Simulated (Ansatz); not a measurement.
Mg₂Se₂⁺. Charge 1, multiplicity 4. Geometry r2SCAN-D4/def2-SVP; atoms count from 1.

```xyz
4

Mg    0.2485    1.4727    0.8379
Mg   -0.2480   -1.4725   -0.8385
Se   -1.4767    0.8490   -1.0541
Se    1.4762   -0.8492    1.0547
```

At PBE0-D4/def2-TZVP a doublet of charge 1 lies 2.16 eV below the quartet, each at its own geometry. The structure comes from a short search, and lower isomers may exist.

Problem. Estimate the Mulliken populations from the PBE0/def2-TZVP orbitals of Ansatz.

Solution. 
```
atom  charge (e)  spin (α − β)
 Mg1        0.74          0.50
 Mg2        0.74          0.50
 Se3       -0.24          1.00
 Se4       -0.24          1.00
```
Mulliken values and Mayer orders depend strongly on the basis.

Problem. Where does the spin sit?

Solution. Summed by element: Mg 0.99, Se 2.01, of 3 unpaired in all. Largest on single atoms: Se3 1.00, Se4 1.00, Mg2 0.50.

Problem. And the Mayer bond orders between bonded heavy atoms (over 0.3)?

Solution. Mg1–Se3 0.58 (2.64 Å); Mg1–Se4 0.58 (2.64 Å); Mg2–Se3 0.58 (2.64 Å); Mg2–Se4 0.58 (2.64 Å).
